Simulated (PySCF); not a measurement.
The scaffold BH2-X carries different groups X. All species are isolated molecules in the gas phase. One relaxed conformer stands for each flexible species; it need not be the lowest. Strings in code marks are SMILES.

Level of theory: B3LYP-D3(BJ)/def2-TZVP // M06-2X/def2-TZVP (PySCF). All candidates: neutral, multiplicity 1. B3LYP has the VWN-RPA correlation part, as in Gaussian. Delta-SCF ions had no search for a lower state. 

```yaml
vertical ionisation energy (Delta-SCF): 13.18 eV
HOMO: -9.75 eV
LUMO: -2.22 eV
```

Question: Name which member has these values.
A. `BOC`
B. `BCl`
C. `B`
D. `[BH2][AlH2]`

Answer: C, `B`. The others give `BOC`: 11.16 eV, -8.40 eV, -0.59 eV; `BCl`: 11.34 eV, -8.43 eV, -2.05 eV; `[BH2][AlH2]`: 9.81 eV, -7.31 eV, -2.52 eV
